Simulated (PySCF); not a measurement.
# Working out the ionisation energy of Ru

Ru [Kr] 4d7 5s1 (5F) → Ru⁺ [Kr] 4d7 (4F). Calculation: PySCF 2.14, in def2-TZVPPD with the def2 core potential (28 electrons) (6s4p3d2f1g, 56 functions); a scalar-relativistic core potential. Frozen: nothing. Energies in hartree (1 hartree = 27.21139 eV):

```csv
part,Ru (lower),Ru⁺ (upper)
UHF,-94.123420,-93.891858
MP2 opposite-spin,-0.314620,-0.297660
MP2 same-spin,-0.158948,-0.138822
```

What does Hartree-Fock give?

(-93.891858) − (-94.123420) = 0.231562 hartree = 6.301 eV.

What do MP2 and SCS-MP2 (6/5 opposite-spin, 1/3 same-spin) give?

The opposite-spin parts differ by 0.462 eV and the same-spin parts by 0.548 eV. MP2: 6.301 + (0.462) + (0.548) = 7.311 eV. SCS-MP2: 6.301 + 1.2 × (0.462) + (0.548)/3 = 7.038 eV.

Measured between the centres of the two terms (NIST): 7.365 eV, so MP2 (valence and next inner shell) is off by -0.054 eV.

What remains against the reference includes basis incompleteness and correlation beyond second order.
